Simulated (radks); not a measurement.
The phosphorus anion P- inside a hard spherical wall (all orbitals vanish at R), configuration held at [Ne] 3s2 3p4 and not refilled when levels cross. Method: non-relativistic Kohn-Sham, LDA (Slater exchange, VWN5 correlation), spin-polarised, spherical densities, point nucleus; open shells are filled with parallel spins first; computed with a radial shooting solver on a logarithmic mesh with Libxc functionals. Eigenvalues in eV for spin up, with the zero of energy where the potential of the charges vanishes at infinity; a dash marks a level that is unbound or too diffuse for the functional's potential to be trusted. A positive occupied level is held by the wall or, in an anion where self-interaction has pushed it up, behind a barrier. The pressure on the wall is -dE/dV.

R (bohr),E (hartree),kinetic (hartree),e(2s),e(2p),e(3s),e(3p),"e(4s, empty)","e(4p, empty)",pressure (GPa)
20,-340.04308,339.260,-164.72,-117.05,-7.489,0.455,2.083,2.334,0.000338
7,-340.01499,339.382,-162.91,-115.23,-5.998,1.866,7.990,11.113,1.07
6,-339.97718,339.543,-161.60,-113.91,-5.071,2.843,11.381,15.487,3.90
5,-339.86843,339.981,-158.89,-111.18,-3.241,4.889,18.227,23.686,17.1
2.5,-335.78860,351.848,-124.67,-76.467,27.697,40.204,127.45,136.19,2530
1.5,-312.69427,403.890,-59.093,-7.829,161.15,174.39,494.24,476.21,63900
